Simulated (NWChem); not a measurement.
# C3H7FMg; SMILES C[CH]([Mg][F])C

```xyz
12

Mg    -0.0020     1.2755    -0.2661
F     -0.0031     3.0258    -0.2709
C     -0.0007    -0.8453    -0.2670
C     -1.2660    -1.4384     0.3797
C      1.2715    -1.4368     0.3676
H     -0.0056    -1.1318    -1.3304
H     -1.2614    -2.5406     0.3327
H     -1.3497    -1.1731     1.4426
H     -2.1871    -1.1006    -0.1127
H      2.1875    -1.0979    -0.1336
H      1.2678    -2.5390     0.3206
H      1.3650    -1.1715     1.4297
```
Atoms are numbered in this order, from 1.

Results from NWChem. Pople sets run with spherical d functions. Coordinates come from a B3LYP/6-31G* (spherical d) optimisation. B3LYP is NWChem's, with the RPA form of VWN correlation. Static field.

```json
[
 {"level": "PBE/6-31+G*", "isotropic polarisability (bohr³)": "64.8", "anisotropy (bohr³)": "24.9"},
 {"level": "B3LYP/6-31+G*", "isotropic polarisability (bohr³)": "61.1", "anisotropy (bohr³)": "22.3"},
 {"level": "LC-BLYP (range parameter 0.33 per bohr)/6-31+G*", "isotropic polarisability (bohr³)": "59.0", "anisotropy (bohr³)": "19.5"},
 {"level": "LDA (Slater exchange, VWN5)/6-31+G*", "isotropic polarisability (bohr³)": "65.5", "anisotropy (bohr³)": "25.5"}
]
```
